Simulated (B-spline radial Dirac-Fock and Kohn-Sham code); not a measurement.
**Sn³⁺ 3p3/2: cross section and angular parameters**

System: the Sn³⁺ ion, configuration [Kr] 4d10 5s1; threshold 741.2 eV (orbital energy of the model). Model: Dirac-Hartree-Slater photoionisation with a Latter tail; cross sections with all multipoles, angular parameters from the dipole term and its interference with E2. Program: a radial atomic solver.

Input of the calculation (task.json; shells as n, l, electrons):

```json
{"items": [{
  "Z": 50,
  "q": 3,
  "cfg": [[1, 0, 2], [2, 0, 2], [2, 1, 6], [3, 0, 2], [3, 1, 6], [3, 2, 10], [4, 0, 2], [4, 1, 6], [4, 2, 10], [5, 0, 1]],
  "A": 120,
  "rrms": 4.6519,
  "do": "xps",
  "hv": [59.5, 63.5, 97.2, 102.0, 103.0, 113.0, 150, 153.0, 166.0, 200, 291.0, 309.0, 675.0, 721.0, 903.0, 1486.9, 1540.0, 1690.0, 2000, 2984.4, 3930.0, 4120.0, 5414.7, 6160.0, 7190.0, 7750.0, 7780.0, 8660.0, 9251.7, 12000]
}]}
```

Launch: `python xray2_run.py task.json out`

For linearly polarised light dσ/dΩ = σ/(4π) [1 + β P₂(cos θ) + (δ + γ cos²θ) sin θ cos φ], with θ from the polarisation vector and φ the angle between the beam and the projection of the electron momentum on the plane normal to the polarisation.

```
hν (eV)  σ (kb)      β       γ      δ
    903     264  1.061   0.292  0.073
 1486.9     128  1.564   0.003  0.005
   1540     120  1.577  -0.009  0.004
   1690     102  1.604  -0.028  0.004
   2000    74.2  1.634  -0.023  0.004
 2984.4    32.4  1.640   0.159  0.009
   3930    17.3  1.607   0.384  0.016
   4120    15.4  1.599   0.428  0.017
 5414.7       ?      ?       ?      ?
   6160    5.67  1.508   0.849  0.033
   7190    3.77  1.464   1.028  0.043
   7750    3.08  1.440   1.115  0.049
   7780    3.05  1.439   1.120  0.049
   8660    2.27  1.403   1.245  0.058
 9251.7    1.89  1.380   1.323  0.064
  12000   0.899  1.280   1.628  0.094
```

Q: Give the values at Cr Kα (5414.7 eV).

A: σ = 7.89 kb, β = 1.542, γ = 0.705, δ = 0.027.
